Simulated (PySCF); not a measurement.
## S⁺ (sulfur, charge +1) across methods

[Ne] 3s1 3p3 4s1, high-spin 6S determinant (an excited configuration). All numbers are calculated (PySCF 2.14, the non-relativistic Hamiltonian (point nucleus), in aug-cc-pV(5+d)Z (8s7p6d4f3g2h, 136 functions)).

```csv
method,E (hartree),mean ε 3s α (eV),mean ε 3p α (eV),mean ε 4s α (eV),Σ⟨r²⟩ (bohr²),⟨S²⟩
PBE,-396.8159,-34.862,-23.486,-7.781,36.23,8.750
PBE0,-396.8539,-37.737,-25.205,-8.293,36.46,8.750
wB97X-V,-396.9110,-40.388,-27.581,-9.652,36.75,8.750
r2SCAN,-396.9798,-36.189,-24.163,-7.811,36.80,8.750
UHF,-396.49463,-45.720,-29.792,-9.529,37.41,8.750
LDA,-395.5972,-34.654,-23.419,-7.954,35.98,8.750
r2SCAN0,-396.9786,-38.604,-25.643,-8.315,36.74,8.750
MN15,-396.9058,-37.398,-25.704,-8.376,36.82,8.750
```

The outer electron is Rydberg-like, and this basis confines it to a smaller radius and binds it less than a complete one would.
